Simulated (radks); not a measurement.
Valence configurations of Tb (all share [Xe]). All-electron calculation, scalar-relativistic Kohn-Sham, PBE, spin-polarised, spherical densities, point nucleus; open shells are filled with parallel spins first (spin-orbit coupling, left out, can overturn this in heavy ions). Program: a radial shooting solver on a logarithmic mesh with Libxc functionals. Energies are relative to 4f9 6s2; eigenvalues in eV for spin up.

| valence | E (eV) | moment (Bohr magnetons) | e(4f) | e(5d) | e(6p) | e(6s) |
|---|---|---|---|---|---|---|
| 4f9 6s2 | 0.000 | 5 | -4.465 | - | - | -3.782 |
| 4f8.5 6s2 6p0.5 | 0.658 | 6 | -8.943 | - | -1.856 | -4.812 |
| 4f9 5d0.5 6s1.5 | 0.989 | 6 | -3.904 | -1.349 | - | -3.799 |
| 4f9 6s1 6p1 | 2.020 | 7 | -5.616 | - | -2.057 | -4.847 |
| 4f8 6s2 6p1 | 3.107 | 7 | -13.901 | - | -2.438 | -5.780 |
| 4f8 5d1 6s1 6p1 | 3.213 | 9 | -11.744 | -3.895 | -2.216 | -5.406 |
| 4f9 6p2 | 4.827 | 7 | -6.883 | - | -2.584 | - |
| 4f8 6s1 6p2 | 5.399 | 9 | -14.879 | - | -3.081 | -6.633 |

NIST lists [Xe] 4f9 6s2 as the ground configuration; this level of theory agrees among the configurations tried. The energies are those of spherical high-spin densities, not of single terms. No valid solution was reached for [Xe] 4f9.5 6s1.5; [Xe] 4f9 5d1 6s1.
